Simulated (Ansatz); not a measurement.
`CBCC[SiH3]` → `CBCC` + `[SiH2]` at 400 K and 1 bar (silylene formation by 1,1-elimination).

Calculated with Ansatz (gas phase, PBE0-D4/def2-TZVP geometries, no zero-point term in ΔE). CCSD(T)/CBS adds triple-zeta CCSD(T) − MP2 to the extrapolated MP2 energy (def2 sets, frozen cores). This one scheme is used for every species. One conformer a species, not always the lowest.

```csv
species,CCSD(T)/CBS energy (Eh),H − E (kJ/mol),S (J/(mol·K))
`CBCC[SiH3]`,-434.64725,378.8,419.9
`CBCC`,-144.37049,328.2,357.2
`[SiH2]`,-290.19011,44.2,218.1
```

H − E and S are ideal-gas, rigid-rotor, harmonic terms from PBE0-D4/def2-TZVP, for one conformer and one mirror image of each species. 1 Eh = 2625.50 kJ/mol, R = 8.31446 J/(mol·K).

Question: By hand: ΔE, ΔH, ΔS and ΔG.

Answer: ΔE = (-144.37049) + (-290.19011) − (-434.64725) = 0.08665 Eh = 227.5 kJ/mol. Δ(H − E) = 328.2 + 44.2 − 378.8 = -6.4, so ΔH = 221.1 kJ/mol. ΔS = 357.2 + 218.1 − 419.9 = 155.4 J/(mol·K). ΔG = 221.1 − 400 × (155.4)/1000 = 158.9 kJ/mol.

Question: By hand: the equilibrium constant, and the temperature at which ΔG would vanish if ΔH and ΔS stayed fixed.

Answer: log₁₀ K = −ΔG/(RT ln 10) = -20.7. ΔG = 0 at ΔH/ΔS = 1423 K.

The number of gas molecules changes by +1, which sets the sign of ΔS. A doubt of 5 kJ/mol in ΔE shifts log₁₀ K by 0.7 here. Other conformers and mirror images would add mixing entropy, several J/(mol·K) or more a flexible species. Modes under 60 cm⁻¹, often nearly free rotors, make the harmonic entropy too high. These are equilibria of isolated gas molecules and say nothing of rates. Largest T1 diagnostic: 0.014 (customary marks: 0.02 for closed shells, 0.045 for open ones).
